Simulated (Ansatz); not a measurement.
Reaction (cleavage of the Ge–Si bond): `[SiH3][GeH2][SH]` + PH₃ → `[PH2][GeH2][SH]` + SiH₄

Gas-phase electronic energies from Ansatz, PBE0-D4/def2-TZVP geometries. CCSD(T)/CBS adds triple-zeta CCSD(T) − MP2 to the extrapolated MP2 energy (def2 sets, frozen cores). This one scheme is used for every species. DFT in def2-TZVPP. B3LYP here is the variant with VWN-RPA as its local correlation; programs differ in this. For Ge outer-core shells are correlated without core-valence functions, which leaves a few kJ/mol of doubt a bond. Scalar relativity is left out up to krypton. One conformer a species, not always the lowest.

| level | ΔE (kJ/mol) | difference from CCSD(T)/CBS |
| --- | --- | --- |
| BLYP-D4 | -12.8 | -1.4 |
| r2SCAN0-D4 | -12.0 | -0.6 |
| ωB97M-V | -12.1 | -0.7 |
| PBE-QIDH | -12.6 | -1.2 |
| B3LYP | -11.2 | 0.2 |
| CCSD/def2-SVP | -10.8 | 0.6 |
| SCS-MP2/def2-TZVPP | -15.8 | -4.4 |
| CCSD/def2-TZVPP | -10.8 | 0.6 |
| HF/CBS(def2) | -13.1 | -1.7 |
| CCSD/CBS(def2) | -10.2 | 1.2 |
| CCSD(T)/CBS | -11.4 | 0 |

(1) What do rigid-rotor, harmonic-oscillator terms from PBE0-D4/def2-TZVP frequencies (298.15 K, 1 bar) make of the CCSD(T)/CBS value? (Best estimate.)

Largest T1 diagnostic among the species: 0.013.

Results:

(1) Ansatz gave: ΔZPE = +0.8 kJ/mol, ΔH = -11.7 kJ/mol, ΔS = -19 J/(mol·K), ΔG = -5.9 kJ/mol.

Leaving LDA and LC-ωPBE aside and taking each functional with its dispersion term where it has one, the values, not all of them listed here, spread over 3.0 kJ/mol, from B2PLYP to PBE0-D4.
